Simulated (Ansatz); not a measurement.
PBE exchange is replaced step by step with exact exchange (0 % is PBE, 25 % PBE0; no dispersion term), basis def2-TZVP, Ansatz. System: GaP2 (the lowest doublet isomer of a short search). Total charge 0; doublet. Geometry: PBE0-D4/def2-TZVP, each spin state at its own.

Geometry of the doublet:

```xyz
3

Ga    1.177   -0.166    1.092
P    -0.401    1.043   -0.602
P    -0.776   -0.878   -0.489
```

The structure comes from a short search, and lower isomers may exist.

HOMO and LUMO are taken over both spins.

```
exact exchange (%)  HOMO (eV)  LUMO (eV)  gap (eV)   ⟨S²⟩  quartet − doublet (kJ/mol)
                 5      -5.00      -3.86      1.14  0.754                       146.4
                10      -5.18      -3.70      1.48  0.755                       144.3
                15      -5.37      -3.55      1.82  0.756                       142.1
                25      -5.75      -3.24      2.52  0.757                       137.6
                35      -6.14      -2.93      3.21  0.759                       132.9
                50      -6.74      -2.47      4.27  0.763                       125.7
```

(1) Estimate the row for 0 %.

Results:

(1) 
| exact exchange (%) | HOMO (eV) | LUMO (eV) | gap (eV) | ⟨S²⟩ | quartet − doublet (kJ/mol) |
| --- | --- | --- | --- | --- | --- |
| 0 | -4.81 | -4.01 | 0.80 | 0.754 | 148.5 |
